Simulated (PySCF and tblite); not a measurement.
Results of a calculation; reference values are marked as such.
C₄H₉BS₂, numbered as in [BH:1]1[CH2:2][S:3][CH2:4][CH2:5][CH2:6][S:7]1.

Conformers came from 200 starts (ETKDG and KDG, UFF, GFN2-xTB); geometries are GFN2-xTB. Free energies are PBE0-D3(BJ)/pcSseg-1 single points with GFN2-xTB rigid-rotor and vibrational terms (modes under about 100 cm⁻¹ blended into free rotors). Symmetry numbers and mirror images are counted. Conformers within 2.5 kcal/mol (GFN2-xTB free energy) were kept, 4 at most. GIAO shieldings: PBE0/pcSseg-1. Shifts are against TMS (¹H), TMS (¹³C), BF3·OEt2 (¹¹B) at the same level. (PySCF 2.14, tblite 0.8.)

The 7-ring runs over atoms 1–2–3–4–5–6–7. Of a mirror pair one member is shown.

```tsv
conformer	shape	symmetry	E(GFN2) kcal/mol	E(DFT) kcal/mol
1	7-ring puckered (ring torsions 1, 83, -52, -55, 79, 8, -55°)	C1 (pair)	0.00	0.00
2	7-ring puckered (ring torsions 90, -72, 74, -92, 72, 0, -73°)	C1 (pair)	0.27	0.07
3	7-ring puckered (ring torsions 84, -50, -43, 104, -47, -1, -33°)	C1 (pair)	1.83	1.73
```

(1) How much do the weights at 298.15 K and the averaged shift of C4 depend on how the conformers are weighted?

Results:

(1) 
```csv
weighting,1 (%),2 (%),3 (%),δ (ppm),rms dipole (D)
"DFT energy with thermal terms, symmetry and mirror images (full scheme)",54,42,3,41.3,2.09
DFT energy with symmetry and mirror images,51,46,3,41.7,2.13
bare DFT energy,51,46,3,41.7,2.13
GFN2-xTB energy with symmetry and mirror images,60,38,3,40.9,2.01
GFN2-xTB free energy,62,34,3,40.6,1.96
leading conformer alone,100,0,0,37.2,1.24
equal weights,33,33,33,41.0,2.22
"full scheme, search stopped after three starts",94,0,6,37.3,1.33
```

The largest departure from the full scheme, 4.2 ppm, comes with: leading conformer alone.


Conformer gaps in pcSseg-1 on xTB geometries can be 2 kcal/mol off for S=O, P=O and other polar bonds.